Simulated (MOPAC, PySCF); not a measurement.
C3H2O, SMILES `C(=O)C#C`, neutral singlet in the gas phase. 

Cartesian coordinates (Å):
```xyz
6

C      1.5298     0.0876     0.0353
C      0.3300     0.0413    -0.0140
C     -1.1099    -0.0616    -0.0274
O     -1.8235     0.6066    -0.7272
H      2.5934     0.1434     0.0647
H     -1.5197    -0.8174     0.6687
```
Charge 0, multiplicity 1.

All levels are single points at this geometry (PBE0-D3(BJ)/def2-TZVP); Pople sets use spherical d functions. Orbital energies aren't observables, and empty levels follow the basis.

B3LYP/3-21G in PySCF gives gap (eV) = 5.57.

Question: Estimate the gap (eV) from each of these levels: TPSSh-D3(BJ)/def2-TZVP in PySCF; B3LYP/6-31G* in PySCF; SVWN5/6-31G* in PySCF; HF/3-21G in PySCF; AM1 in MOPAC; PM3 in MOPAC; PM6 in MOPAC; PM7 in MOPAC.

Answer: 
```
level                            gap (eV)
-------------------------------  --------
TPSSh-D3(BJ)/def2-TZVP in PySCF      4.65
B3LYP/6-31G* in PySCF                5.61
SVWN5/6-31G* in PySCF                3.15
HF/3-21G in PySCF                   13.96
AM1 in MOPAC                        11.32
PM3 in MOPAC                        11.15
PM6 in MOPAC                        10.15
PM7 in MOPAC                        10.34
```
